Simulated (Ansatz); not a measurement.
Reaction (ligand exchange at the Si–O bond): `O[SiH2]O[SiH2][SiH3]` + `[NH2][GeH3]` → `[SiH3][SiH2][NH][GeH3]` + `O[SiH2]O`

Gas-phase electronic energies from Ansatz, PBE0-D4/def2-TZVP geometries. CCSD(T)/CBS is the MP2 limit (def2-TZVPP, def2-QZVPP) plus CCSD(T) − MP2 in def2-TZVPP, frozen cores. DFT in def2-TZVPP. For Ge outer-core shells are correlated without core-valence functions, which leaves a few kJ/mol of doubt a bond. Scalar relativity is left out up to krypton. Each species was taken in one conformer, which may not be the lowest.

`O[SiH2]O[SiH2][SiH3]`:

Z-matrix (Å, degrees):
```
Si
O 1 1.631
O 1 1.638 2 112.4
H 1 1.482 2 106.2 3 121.6
H 1 1.480 2 109.8 3 -116.3
Si 2 1.645 1 142.5 3 70.5
H 3 0.958 1 118.3 2 71.2
Si 6 2.347 2 111.8 1 27.3
H 6 1.487 2 107.8 1 148.6
H 6 1.489 2 109.3 1 -94.3
H 8 1.488 6 110.8 2 -60.0
H 8 1.489 6 108.9 2 -179.6
H 8 1.488 6 111.0 2 60.9
```

`[NH2][GeH3]`:

Z-matrix (Å, degrees):
```
Ge
N 1 1.843
H 1 1.536 2 106.9
H 1 1.548 2 114.5 3 -120.5
H 1 1.536 2 106.8 3 119.0
H 2 1.011 1 113.7 3 59.1
H 2 1.011 1 113.6 3 -176.9
```

`[SiH3][SiH2][NH][GeH3]`:

```xyz
13

Si    1.589   -0.611   -1.934
Si    0.705   -0.566    0.235
N    -0.447    0.707    0.380
Ge   -1.916    0.747    1.488
H     0.544   -0.967   -2.932
H     2.703   -1.594   -2.036
H     2.124    0.736   -2.287
H    -0.009   -1.838    0.536
H     1.843   -0.474    1.202
H    -0.182    1.608    0.010
H    -1.567    1.310    2.882
H    -2.982    1.643    0.836
H    -2.405   -0.701    1.621
```

`O[SiH2]O`:

Cartesian coordinates in Å:
```
O 0.766 0.692 1.019
Si -0.389 -0.098 0.161
O 0.074 -0.479 -1.367
H 1.568 0.213 1.233
H -0.714 -1.409 0.769
H -1.536 0.839 0.163
H 0.231 0.243 -1.978
```

```json
{"level": "ωB97X-V", "ΔE (kJ/mol)": "45.6"}
{"level": "PBE", "ΔE (kJ/mol)": "40.0"}
{"level": "r2SCAN", "ΔE (kJ/mol)": "45.9"}
{"level": "HF/def2-TZVPP", "ΔE (kJ/mol)": "54.9"}
{"level": "MP2/def2-TZVPP", "ΔE (kJ/mol)": "41.5"}
{"level": "CCSD/def2-TZVPP", "ΔE (kJ/mol)": "45.0"}
{"level": "CCSD(T)/def2-TZVPP", "ΔE (kJ/mol)": "43.3"}
{"level": "CCSD/CBS(def2)", "ΔE (kJ/mol)": "45.6"}
```

Q: What does CCSD(T)/CBS give? (Estimate.)

A: Computed: +43.9 kJ/mol. The listed levels differ from it by 1.7, -3.9, 2.0, 11.0, -2.4, 1.1, -0.6, 1.7 kJ/mol.

Largest T1 diagnostic among the species: 0.012.

In def2-TZVPP, CCSD(T) changes the Hartree–Fock value by −11.6 kJ/mol (the triples alone add −1.6 kJ/mol) and MP2 by −13.4 kJ/mol.
